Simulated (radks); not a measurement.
Question: The europium ion Eu62+, 1s1. Method: non-relativistic Kohn-Sham, PBE, spin-polarised, spherical densities, point nucleus; computed with a radial shooting solver on a logarithmic mesh with Libxc functionals. Every spin shell is full or empty, so the densities are truly spherical. Functionals are evaluated on that one density, not self-consistently. Rank these exchange functionals by their error against the exact value of the orbitals, and give that value: LDA, PBEsol, revPBE, RPBE, SOGGA, revTPSS, r2SCAN, Tao-Mo, TASK.

Answer: Exact: -19.6812 hartree. From best to worst, with 100 (|E| - |E exact|)/|E exact| (equal figures are ties): revTPSS 0.00, TASK 0.00, r2SCAN 0.00, Tao-Mo 0.00, RPBE -0.41, revPBE -0.63, PBEsol -6.33, SOGGA -6.56, LDA -14.22.
